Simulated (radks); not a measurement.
Task: The mean radii <r> (bohr) of the occupied orbitals of an atom or ion are listed with their occupations. All-electron calculation, scalar-relativistic Kohn-Sham, LDA (Slater exchange, Perdew-Wang correlation), spin-polarised, spherical densities, finite nucleus; Fermi nuclear charge, rms radius of each element as measured or else 0.836 A^(1/3) + 0.57 fm. Program: a radial shooting solver on a logarithmic mesh with Libxc functionals.

orbital  occ.      <r>
1s up       1  0.05856
1s down     1  0.05855
2s up       1   0.2677
2s down     1   0.2674
2p up       3   0.2360
2p down     3   0.2356
3s up       1   0.8118
3s down     1   0.8144
3p up       3   0.8577
3p down     3   0.8621
3d up       5    1.097
3d down     1    1.147
4s up       1    2.637

Name the element and its charge. Open shells, if any, are filled with parallel spins first.

Result: Z = 26, iron, charge +1: Fe+ in [Ar] 3d6 4s1. The 1s radius gives Z: for a bare nucleus <r> = (2 gamma + 1)/(2Z) with gamma = sqrt(1 - (Z/c)^2), 0.05699 bohr for Z = 26, and screening makes it slightly larger (0.05856 here). The occupations add up to 25, and the charge is Z minus that.
